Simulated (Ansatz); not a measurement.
FH3O3Ti (`[OH][Ti]([OH])([OH])[F]`), relaxed with RKS PBE0-D4/def2-TZVP in Ansatz from a PBE-D4/def2-SVP geometry. The force threshold is 0.005 eV/Å; the program also tests the step.

Total charge 0; spin multiplicity 1.

Start:

```xyz
8

O    -0.408    0.024    1.666
Ti    0.223   -0.201    0.000
O    -0.858   -1.357   -0.858
O     0.261    1.359   -0.891
F     1.879   -0.825    0.051
H     0.096    0.121    2.493
H    -1.074   -1.346   -1.807
H    -0.118    2.223   -0.655
```

```tsv
step	energy (eV)	largest force (eV/Å)	largest move (Å)
1	-32018.0915	0.595	0.000
2	-32018.1082	0.172	0.013
3	-32018.1105	0.058	0.009
4	-32018.1143	0.030	0.065
5	-32018.1145	0.045	0.022
6	-32018.1147	0.023	0.017
7	-32018.1147	0.002	0.005
```

End:

```xyz
8

O    -0.382    0.015    1.652
Ti    0.239   -0.196   -0.011
O    -0.812   -1.366   -0.872
O     0.240    1.362   -0.888
F     1.902   -0.794    0.057
H     0.038    0.091    2.509
H    -1.150   -1.354   -1.768
H    -0.075    2.242   -0.678
```

Run time 28 s (4 threads of an Arm Neoverse V1 on a shared host); peak host memory 0.47 GiB.
